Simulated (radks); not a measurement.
Species: Pd III. Configuration: [Kr] 4d8 (the NIST ground configuration). Calculated with a radial shooting solver on a logarithmic mesh with Libxc functionals: Dirac Kohn-Sham, BLYP, spin-unpolarised, spherical densities, point nucleus; open shells are shared between the two j in proportion to 2j + 1; speed of light set to 274.072 atomic units (2 times the physical value, a model run).

Unscreened Slater integrals over Kohn-Sham orbitals (hartree). Large and small components are both included.

\begin{tabular}{lr}
integral & value \\ \hline
F0(4d5/2,4d5/2) & 0.66308 \\
F2(4d5/2,4d5/2) & 0.32868 \\
F4(4d5/2,4d5/2) & 0.21415 \\
F0(4d5/2,4d3/2) & 0.66407 \\
F2(4d5/2,4d3/2) & 0.32918 \\
G2(4d5/2,4d3/2) & 0.32915 \\
G4(4d5/2,4d3/2) & 0.21447 \\
F0(4d5/2,4p3/2) & 0.74461 \\
F2(4d5/2,4p3/2) & 0.36597 \\
G1(4d5/2,4p3/2) & 0.46077 \\
G3(4d5/2,4p3/2) & 0.28110 \\
F0(4d5/2,4p1/2) & 0.74658 \\
G3(4d5/2,4p1/2) & 0.28061 \\
F0(4d3/2,4d3/2) & 0.66507 \\
F2(4d3/2,4d3/2) & 0.32969 \\
F0(4d3/2,4p3/2) & 0.74600 \\
F2(4d3/2,4p3/2) & 0.36699 \\
G1(4d3/2,4p3/2) & 0.46233 \\
G3(4d3/2,4p3/2) & 0.28209 \\
F0(4d3/2,4p1/2) & 0.74797 \\
G1(4d3/2,4p1/2) & 0.46170 \\
F0(4p3/2,4p3/2) & 0.86191 \\
F2(4p3/2,4p3/2) & 0.45178 \\
F0(4p3/2,4p1/2) & 0.86498 \\
G2(4p3/2,4p1/2) & 0.45329 \\
F0(4p1/2,4p1/2) & 0.86808 \\
\end{tabular}
